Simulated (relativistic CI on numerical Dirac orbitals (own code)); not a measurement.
## The 3d ions of charge 3+

These numbers are calculated, not measured: Dirac-Coulomb-Breit CI, separate exchange-only KLI orbitals for each configuration, a model potential for QED, valence Slater integrals scaled by 0.85 (own radial code, finite nucleus).

Each species is treated in one configuration, given outside its closed core, with all valence electrons in the open shell. Radial values are for the open shell of highest l, unscaled and averaged over j; ζ includes the Breit term. Labels give the leading LS character, summed over repeated terms.

| Ion | Configuration | Its lowest level | LS weight (%) | ⟨r⟩ (bohr) | ⟨r²⟩ (bohr²) | g_J | g√(J(J+1)) | Next level | E (cm⁻¹) |
| --- | --- | --- | --- | --- | --- | --- | --- | --- | --- |
| Ti³⁺ | 3d | ²D3/2 | 100 | 1.253 | 1.929 | 0.799 | 1.55 | ²D5/2 | 347.8 |
| V³⁺ | 3d² | ³F2 | 100 | 1.17 | 1.688 | 0.666 | 1.63 | ³F3 | 300.88 |
| Cr³⁺ | 3d³ | ⁴F3/2 | 100 | 1.098 | 1.493 | 0.399 | 0.77 | ⁴F5/2 | 222.66 |
| Mn³⁺ | 3d⁴ | ⁵D0 | 100 | 1.035 | 1.332 |  | 0.00 | ⁵D1 | 92.382 |
| Fe³⁺ | 3d⁵ | ⁶S5/2 | 100 | 0.98 | 1.198 | 2.001 | 5.92 | ⁴G11/2 | 31214 |
| Co³⁺ | 3d⁶ | ⁵D4 | 100 | 0.9308 | 1.085 | 1.500 | 6.71 | ⁵D3 | 622.4 |
| Ni³⁺ | 3d⁷ | ⁴F9/2 | 100 | 0.8868 | 0.9877 | 1.333 | 6.63 | ⁴F7/2 | 1157.2 |
| Cu³⁺ | 3d⁸ | ³F4 | 100 | 0.8471 | 0.9041 | 1.250 | 5.59 | ³F3 | 1808.1 |
| Zn³⁺ | 3d⁹ | ²D5/2 | 100 | 0.811 | 0.8312 | 1.200 | 3.55 | ²D3/2 | 2682 |

With one configuration, terms of near-neutral atoms and ions can be 10 to 25 % off, and close levels can change places.
